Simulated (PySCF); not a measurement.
**Cd: excitation energy**

Cd [Kr] 4d10 5s2 (1S) → Cd [Kr] 4d9 5s2 6s1 (3D), as a difference of total energies. Calculation: PySCF 2.14, in aug-cc-pwCVDZ-PP with ECP28MDF (6s6p5d3f, 70 functions); a scalar-relativistic core potential. Correlated levels: valence: 4s2 4p6 frozen; valence and next inner shell: nothing frozen outside the core potential. The calculations carry no spin-orbit coupling.

```tsv
method	excitation energy (cm⁻¹)
UHF	110920
LDA	121840
PBE	119230
PBE0	119070
r2SCAN	120450
BHandHLYP	118550
B2PLYP	120720
TPSSh	118270
wB97X	120480
MP2 (valence)	123950
SCS-MP2 (valence)	122520
MP2 (valence and next inner shell)	121260
SCS-MP2 (valence and next inner shell)	119790
```

The upper state lies above the first ionisation limit, where it may autoionise and the basis confines it. A Rydberg-like electron needs more diffuse functions than a valence basis has.

The promoted electron is Rydberg-like, and one or two diffuse shells describe it only roughly, which tends to raise the upper state.
